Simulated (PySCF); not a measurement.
Does the answer move with the share of exact exchange?

H₁₂OSi₅.
Atom-mapped SMILES: `[SiH3:1][O:2][Si@@H:3]([SiH3:4])[SiH2:5][SiH3:6]` (hydrogens: H7, H8, H9 on Si1; H10 on Si3; H11, H12, H13 on Si4; H14, H15 on Si5; H16, H17, H18 on Si6)

Torsions of this conformer, `[SiH3:1][O:2][Si@@H:3]([SiH3:4])[SiH2:5][SiH3:6]`: Si1–O2–Si3–Si4 -49°, O2–Si3–Si5–Si6 35°.

PySCF, def2-SVPD basis, density fitting, gas phase, PBE0-D3(BJ)/def2-SVP geometry; singlet excitations by full TDDFT with frozen cores, triplets by Tamm–Dancoff TDDFT and ionisation energies by ΔSCF, from the lowest of the holes tried. One functional is left out:

```json
{"functional": "LDA", "exact exchange (%)": "0", "HOMO energy (eV)": "-6.43", "LUMO energy (eV)": "-2.00", "lowest singlet excitation (eV)": "4.62", "lowest triplet excitation (eV)": "4.29", "dipole moment (D)": "0.341", "mean polarisability (au)": "163.5", "vertical ionisation energy (eV)": "8.74"}
{"functional": "PBE", "exact exchange (%)": "0", "HOMO energy (eV)": "-6.35", "LUMO energy (eV)": "-1.80", "lowest singlet excitation (eV)": "4.74", "lowest triplet excitation (eV)": "4.31", "dipole moment (D)": "0.304", "mean polarisability (au)": "158.9", "vertical ionisation energy (eV)": "8.64"}
{"functional": "PBE0", "exact exchange (%)": "25", "HOMO energy (eV)": "-7.41", "LUMO energy (eV)": "-1.00", "lowest singlet excitation (eV)": "5.24", "lowest triplet excitation (eV)": "4.66", "dipole moment (D)": "0.358", "mean polarisability (au)": "152.3", "vertical ionisation energy (eV)": "8.96"}
{"functional": "BHandHLYP", "exact exchange (%)": "50", "HOMO energy (eV)": "-8.35", "LUMO energy (eV)": "-0.05", "lowest singlet excitation (eV)": "5.67", "lowest triplet excitation (eV)": "5.06", "dipole moment (D)": "0.410", "mean polarisability (au)": "146.1", "vertical ionisation energy (eV)": "9.10"}
```

Problem. Predict the row of B3LYP (20 % exact exchange) by straight lines through the other rows, and check it.

Solution. 
```csv
property,line,computed,computed − line,"PBE0 (25 %), for comparison"
HOMO energy (eV),-7.18,-7.21,-0.03,-7.41
LUMO energy (eV),-1.17,-1.11,+0.06,-1.00
lowest singlet excitation (eV),5.09,5.19,+0.10,5.24
lowest triplet excitation (eV),4.60,4.71,+0.11,4.66
dipole moment (D),0.355,0.356,+0.001,0.358
mean polarisability (au),154.8,152.7,-2.1,152.3
vertical ionisation energy (eV),8.87,8.93,+0.06,8.96
```
